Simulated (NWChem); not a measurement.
# C3H5BF2; SMILES FB1CC[C@@H]1F

```xyz
11

F      1.0620    -1.6546    -0.3680
B      0.1588    -0.7977     0.0760
C     -1.4182    -0.7449    -0.0255
C     -1.1778     0.7993    -0.1847
C      0.2358     0.7321     0.4846
F      1.2164     1.5732    -0.0170
H     -1.9284    -1.2543    -0.8479
H     -1.9451    -0.9765     0.9069
H     -1.9056     1.4664     0.2874
H     -1.0708     1.0780    -1.2380
H      0.1381     0.9088     1.5647
```
Atoms are numbered in this order, from 1.

Geometry: optimised at B3LYP/6-31G* (spherical d).

 Unshifted, non-relativistic core excitations; the lowest 4 roots alone, so stronger bands may lie above.

List the first B K-edge excitations from PBE/6-311G** (spherical d), restricted-window TDA (NWChem).


```tsv
state	energy (eV)	dipole oscillator strength	leading excitation (squared amplitude)
S1	177.0	0.0453	1s of atom 2 or its equivalents → LUMO (1.00)
S2	179.1	0.0007	1s of atom 2 or its equivalents → LUMO+1 (1.00)
S3	179.6	0.0033	1s of atom 2 or its equivalents → LUMO+2 (1.00)
S4	180.2	0.0025	1s of atom 2 or its equivalents → LUMO+3 (1.00)
```
